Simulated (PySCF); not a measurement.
**Ionisation energy of Re⁵³⁺ by level of theory**

Re⁵³⁺ [Ar] 3d4 (5D) → Re⁵⁴⁺ [Ar] 3d3 (4F), as a difference of total energies. All numbers are calculated (PySCF 2.14, the spin-free X2C one-electron Hamiltonian (Gaussian nucleus), in an even-tempered Gaussian basis (17 s from 13 bohr⁻², ratio 2.5; 13 p from 17 bohr⁻², ratio 2.5; 7 d from 17 bohr⁻², ratio 2.5; 4 f from 63 bohr⁻², ratio 2.7; 3 g from 94 bohr⁻², ratio 2.7)). Correlated levels: outer shells: [Ne] frozen; virtual orbitals above 40 to 60 times the deepest correlated orbital energy dropped. The calculations carry no spin-orbit coupling.

| method | ionisation energy (eV) |
| --- | --- |
| UHF | 5064.3 |
| LDA | 5062.8 |
| PBE | 5061.7 |
| PBE0 | 5062.9 |
| r2SCAN | 5061.8 |
| B3LYP | 5062.8 |
| BLYP | 5061.6 |
| MP2 (outer shells) | 5064.6 |
| SCS-MP2 (outer shells) | 5064.1 |

Spin-orbit coupling is strong in these open shells (close to jj coupling). The scalar numbers leave it out and a first-order estimate fails, so it can dominate the gap to the real levels.

Breit and QED terms and the two-electron picture change are absent.

For comparison: 5099 ± 5 eV (theoretical estimate listed by NIST; NIST Atomic Spectra Database, ionization energies).
